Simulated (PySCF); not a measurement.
GaH8NOSi.
Geometry (PBE0-D3(BJ)/def2-SVP, Å), atoms numbered from 1 in this order:
```xyz
12
GaH8NOSi angstrom
N     -2.013   -0.742   -0.101
Ga    -0.794    0.976    0.134
O      0.690   -0.094    0.036
Si     2.324   -0.055   -0.002
H     -3.020   -0.601   -0.161
H     -1.820   -1.373    0.678
H     -1.701   -1.216   -0.950
H     -1.160    1.456    1.589
H     -1.095    1.791   -1.180
H      2.857   -1.425   -0.297
H      2.854    0.871   -1.060
H      2.919    0.386    1.304
```

Theory: PySCF, PBE0-D3(BJ)/def2-SVP geometry optimisation, gas phase.

(1) Which atoms are bound to Ga2, and at what distances?

(2) List the angles at Ga2.

(3) Describe the arrangement about Ga2 in numbers.

(4) What are the other bond lengths?

(5) Give some angles away from the centre.

(6) What are the rotational constants (commonest isotopes, rigid rotor)?

Results:

(1) 4 atoms: H8 1.575 Å, H9 1.575 Å, O3 1.833 Å, N1 2.119 Å. The nearest atom not counted as bound is H7, at 2.61 Å.

(2) 
```tsv
angle	degrees	distance of the outer atoms (Å)
H8–Ga2–H9	124.6	2.79
O3–Ga2–H8	114.6	2.87
O3–Ga2–H9	114.3	2.87
N1–Ga2–H9	102.5	2.90
N1–Ga2–H8	102.5	2.90
N1–Ga2–O3	89.2	2.78
```

(3) Angles from 89.2° to 124.6°; τ4 = (360° − α − β)/141° = 0.86 with α and β the two widest (0 for a square, 1 for a tetrahedron).

(4) O3–Si4 1.635 Å; N1–H5, N1–H6, N1–H7 1.020 Å; Si4–H10, Si4–H11, Si4–H12 1.501 Å.

(5) Ga2–O3–Si4 142.8°.

(6) A = 7308, B = 1608, C = 1377 MHz: a near-prolate asymmetric top.

Point group: near Cs, missed by 0.20 Å at most; the miss may be what the optimiser left on a soft mode. Charge 0, singlet. Not checked by PBE0-D3(BJ)/def2-SVP frequencies.

On Arm Neoverse N1, one thread, shared host with 64 logical CPUs at a one-minute load of 61, this took 2.2 min and 0.49 GiB of memory at its peak. This is the geometry optimisation.

One conformer stands for the species.
